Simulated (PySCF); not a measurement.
SMILES CC1([C](OBO1)C)C (C₅H₁₀BO₂), doublet (GFN2-xTB optimised geometry):

```
18

C     -1.687     1.580     0.276
C     -0.615     0.608    -0.029
O      0.694     0.989     0.000
B      1.455    -0.152     0.000
O      0.688    -1.272     0.001
C     -0.689    -0.892     0.005
C     -1.361    -1.431     1.281
C     -1.379    -1.481    -1.238
H     -1.394     2.565    -0.079
H     -1.881     1.657     1.353
H     -2.614     1.281    -0.209
H      2.614    -0.152     0.000
H     -1.285    -2.515     1.300
H     -0.861    -1.031     2.160
H     -2.407    -1.141     1.299
H     -0.885    -1.122    -2.137
H     -1.316    -2.565    -1.212
H     -2.422    -1.179    -1.258
```

Computed with unrestricted PBE0/def2-SVP run with PySCF.

### Question
What are the frontier orbital energies (α orbitals alone; a β orbital can be the lowest empty one) and the dipole moment?

### Answer
HOMO-2 -9.28 eV, HOMO-1 -8.96 eV, HOMO -4.72 eV, LUMO 0.99 eV, LUMO+1 1.47 eV; dipole moment 2.16 D.

On the same geometry unrestricted PBE/def2-SVP run with PySCF 2.14.0 gives HOMO-2 -7.73 eV, HOMO-1 -7.39 eV, HOMO -3.37 eV, LUMO -0.02 eV, LUMO+1 0.62 eV; dipole moment 2.18 D.

Meta-Löwdin charges at PBE0/def2-SVP: C1 -0.31, C2 0.13, O3 -0.33, B4 0.31, O5 -0.38, C6 0.23, C7 -0.31, C8 -0.31, H9 0.12, H10 0.10, H11 0.11, H12 0.00, H13 0.11, H14 0.10, H15 0.10, H16 0.11, H17 0.11, H18 0.10.
